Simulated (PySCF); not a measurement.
1,1,1-trichloro-2,2-difluoroethane, C$_{2}$HCl$_{3}$F$_{2}$

Cartesian coordinates in Å; atom numbers follow the order of the lines, from 1:
```xyz
8

F    -1.209   -0.103    1.310
C    -0.775    0.269    0.102
F    -0.785    1.604    0.037
C     0.663   -0.251   -0.115
Cl    1.732    0.416    1.117
Cl    1.184    0.252   -1.731
Cl    0.623   -2.018   -0.016
H    -1.431   -0.151   -0.680
```

Method used: PySCF, quadratic response CAM-B3LYP/def2-TZVPD first hyperpolarisability, Taylor convention, gas phase. Geometry: PBE0-D3(BJ)/def2-SVP.

Task: Give the tensor of the second harmonic β(−2ω;ω,ω) at 1907 nm in the axes of these coordinates.

Result: In au, Taylor convention; rows are the first index (the induced dipole):
|  | xx | yy | zz | xy | xz | yz |
| --- | --- | --- | --- | --- | --- | --- |
| x | -43.8 | -16.7 | -5.8 | +19.8 | +23.2 | +4.0 |
| y | +19.8 | +29.7 | +17.0 | -16.8 | +4.0 | +11.4 |
| z | +23.3 | +11.3 | +32.6 | +4.0 | -5.9 | +17.0 |

Norm of βᵢ = ⅓ Σⱼ (βᵢⱼⱼ + βⱼᵢⱼ + βⱼⱼᵢ): 115.7 au, hyper-Rayleigh value 43.3 au.
